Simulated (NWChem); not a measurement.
Molecule: C2H4I, doublet; SMILES C[CH]I

Program: NWChem. Spin-unrestricted. def2 effective core potentials on I; no spin-orbit coupling. B3LYP is NWChem's, with the RPA form of VWN correlation. Each level has its own optimisation; frequencies are unscaled. Brackets give each atom's bonded neighbours.

```csv
level,r C–C (Å),r C–I (Å),r C–H [C(CHI)–H(C)] (Å),highest harmonic frequency (cm⁻¹),lowest (cm⁻¹),zero-point energy (kcal/mol)
"B3LYP/3-21G (all-electron, non-relativistic)",1.492,2.136,1.082,3232,132,32.3
"UHF/3-21G (all-electron, non-relativistic)",1.502,2.140,1.071,3380,135,34.2
PBE0/def2-SVP (core potentials),?,?,?,3239,131,32.0
```

Q: Fill in the missing entries.

A: 
- PBE0/def2-SVP (core potentials), r C–C (Å): 1.479
- PBE0/def2-SVP (core potentials), r C–I (Å): 2.070
- PBE0/def2-SVP (core potentials), r C–H [C(CHI)–H(C)] (Å): 1.092
